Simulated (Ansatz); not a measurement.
Reaction (ligand exchange at the Si–O bond): `[NH2][In]([SH])[O][SiH3]` + `[NH2][SbH2]` → `[SiH3][NH][SbH2]` + `[NH2][In]([OH])[SH]`

Computed with Ansatz on PBE0-D4/def2-TZVP structures; ΔE is electronic, products minus reactants. CCSD(T)/CBS adds triple-zeta CCSD(T) − MP2 to the extrapolated MP2 energy (def2 sets, frozen cores). Functionals use def2-TZVPP. B3LYP here is the variant with VWN-RPA as its local correlation; programs differ in this. Elements past krypton have def2 core potentials. For In, Sb outer-core shells are correlated without core-valence functions, which leaves a few kJ/mol of doubt a bond. Each species was taken in one conformer, which may not be the lowest.

```json
{"level": "revPBE-D4", "ΔE (kcal/mol)": "9.6"}
{"level": "B3LYP-D4", "ΔE (kcal/mol)": "11.7"}
{"level": "r2SCAN0-D4", "ΔE (kcal/mol)": "12.3"}
{"level": "PBE", "ΔE (kcal/mol)": "10.5"}
{"level": "r2SCANh", "ΔE (kcal/mol)": "12.2"}
{"level": "SCS-MP2/def2-TZVPP", "ΔE (kcal/mol)": "12.4"}
{"level": "CCSD(T)/def2-TZVPP", "ΔE (kcal/mol)": "12.2"}
{"level": "HF/def2-QZVPP", "ΔE (kcal/mol)": "15.0"}
```

**Question.** What does CCSD(T)/CBS give? (Estimate.)

**Answer.** Computed: +11.9 kcal/mol. The listed levels differ from it by -2.3, -0.2, 0.4, -1.4, 0.3, 0.5, 0.3, 3.1 kcal/mol.

Largest T1 diagnostic among the species: 0.015.

From BLYP to BHLYP (50 % exact exchange), in def2-TZVPP and without D4, ΔE moves by +1.5 kcal/mol. In def2-TZVPP, CCSD(T) changes the Hartree–Fock value by −2.7 kcal/mol (the triples alone add −0.3 kcal/mol) and MP2 by −3.2 kcal/mol.
